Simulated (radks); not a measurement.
Values are calculated unless marked as measured or tabulated.
Question: Mean orbital radii <r> (bohr) of the manganese ion Mn+, [Ar] 3d5 4s1, of relativity; Dirac values are averaged over j with weights 2j + 1. Spin-unpolarised spherical Kohn-Sham, PBE, point nucleus unless stated (finite: rms radius 3.7057 fm), a radial shooting solver on a logarithmic mesh with Libxc functionals. A level marked "c x" has the speed of light scaled by that factor and shares open shells by 2j + 1; other Dirac levels either fill j = l - 1/2 first or share by 2j + 1.

| shell | non-rel. |
|---|---|
| 1s | 0.06157 |
| 2s | 0.2824 |
| 2p | 0.2482 |
| 3s | 0.8604 |
| 3p | 0.9078 |
| 3d | 1.180 |
| 4s | 2.836 |

Give the values at the level "Dirac, c x 1.5".

Answer: 
shell  Dirac, c x 1.5  change of magnitude (%)
1s            0.06127                    -0.48
2s             0.2810                    -0.50
2p             0.2477                    -0.22
3s             0.8566                    -0.44
3p             0.9064                    -0.16
3d              1.183                    +0.27
4s              2.824                    -0.43
